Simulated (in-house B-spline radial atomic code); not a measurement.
Values are calculated unless marked as measured or tabulated.
# Correlation energy from the adiabatic connection: −V exp(−r²/w²), V = 5.75, w = 1.72

Two electrons in a singlet, external potential −V exp(−r²/w²), V = 5.75, w = 1.72 (atomic units). Full CI in B-splines (partial waves to l = 8, correlation up to 0.6 % small) with the density held fixed gives W(λ) = <V_ee>_λ − U, and E_c is the integral of W(λ) − W(0) from 0 to 1.

```
   λ  W(λ) − W(0) (hartree)
   0                0.00000
0.02               -0.00193
0.05               -0.00478
0.12               -0.01128
0.25               -0.02276
 0.4               -0.03514
 0.6               -0.05032
 0.8               -0.06416
   1               -0.07680
```

Integrate the table by the trapezoid rule.

The strips give -0.00002, -0.00010, -0.00056, -0.00221, -0.00434, -0.00855, -0.01145, -0.01410, which sum to -0.04133 hartree. The direct value, W(1) − W(0) + T_c with T_c = 0.03539, is -0.04141; the curve is convex, so chords lie above it and the trapezoids fall short in size by 0.20 %.

Now use only three numbers: W(0) = -0.92632, the initial slope W'(0) = -0.09682 (extrapolated from the first points) and the strong-coupling limit of the point-charge-plus-continuum model, W∞ = -1.2827. What do second-order theory and the interpolation W(λ) = W∞ + (W(0) − W∞)/√(1 + 2χλ) of Seidl, Perdew and Levy give?

Second order keeps the slope alone: E_c = W'(0)/2 = -0.04841, +17 % in size against -0.04141. Matching the slope fixes χ = W'(0)/(W∞ − W(0)) = -0.09682/(-0.35638) = 0.27168. Integrating, with s = √(1 + 2χ) = 1.242317, E_c = −(W(0) − W∞)(s − 1)/(s + 1) = −0.35638 × 0.242317/2.242317 = -0.03851 hartree, -7.0 % in size against the full result. At λ = 1 the formula gives W − W(0) = -0.06951 against -0.07680. Part of the miss can come from the model's W∞.
